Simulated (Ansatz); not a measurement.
Job for Ansatz (an electronic-structure program): R-CCSD(T)/cc-pV(Q+d)Z on NH3 (SMILES N). The basis file is the Basis Set Exchange's JSON of that set.

Ansatz 0.2 input:
```yaml
crystal:
  periodic: [false, false, false]
  atoms:
    - {symbol: N, position_ang: [0.00000000, -0.00002166, 0.27906864]}
    - {symbol: H, position_ang: [-0.00000000, 0.94280068, -0.09306197]}
    - {symbol: H, position_ang: [0.81651180, -0.47143951, -0.09305334]}
    - {symbol: H, position_ang: [-0.81651180, -0.47143951, -0.09305334]}
basis:
  gaussian:
    orbitals: cc-pV_Q+d_Z.json
magnetization: {spin_polarized: false}
correlation: {method: ccsd_t, electrons: outside_noble_gas}
scf: {lower_state_search: off}
```

Program output:

```
WARN ansatz: RAYON_NUM_THREADS=4 ignored (pool sized by the plan → 4); use --threads N
Functional definition: HF
these checks for a lower state are left out or cut short: stability, starts, cluster_reference, orbital_swaps, neighbouring_geometries, increment
integrals: 0.32 GiB planned
833 factors; integrals over basis functions are off by at most 6.2e-4 eV
mean field: 0.23 GiB planned
mean field evaluation 1: about -1528.0684 eV, gradient 3.1e1 eV
mean field evaluation 2: about -1528.0682 eV, gradient 3.1e1 eV
mean field evaluation 4: about -1529.8942 eV, gradient 1.6e0 eV
mean field evaluation 8: about -1529.9055 eV, gradient 5.9e-4 eV
mean field -1529.90549661 eV, -56.2229899931 hartree, gradient 2.7e-6 eV, S^2 0.000000; 0 other end points of the search recorded, 0 dependent functions left out
1 core orbitals not correlated
reference -1529.90549661 eV, -56.2229899931 hartree; 4, 4 occupied and 140, 140 virtual orbitals, 833 factors
second order -6.84555774 eV of doubles, -0.00000000 eV of singles
coupled cluster: 0.64 GiB planned
cycle   1  -6.94903964 eV  change   -1.0e-1 eV  update   4.0e-2
cycle   2  -7.08859393 eV  change   -1.4e-1 eV  update   1.2e-2
cycle   3  -7.10943807 eV  change   -2.1e-2 eV  update   4.1e-3
cycle   4  -7.10941021 eV  change    2.8e-5 eV  update   8.7e-4
cycle   5  -7.10967466 eV  change   -2.6e-4 eV  update   2.4e-4
cycle   6  -7.10968033 eV  change   -5.7e-6 eV  update   8.6e-5
cycle   7  -7.10967482 eV  change    5.5e-6 eV  update   3.3e-5
cycle   8  -7.10967648 eV  change   -1.7e-6 eV  update   1.0e-5
cycle   9  -7.10967207 eV  change    4.4e-6 eV  update   2.8e-6
perturbative correction -0.23684730 eV, -0.0087039778 hartree
Total energy: -1537.25201598 eV, -56.4929696003 hartree
Checks for a lower state left out: stability, starts, cluster_reference, orbital_swaps, neighbouring_geometries, increment
```

The run converged.

Cost: very roughly 7 core-seconds.
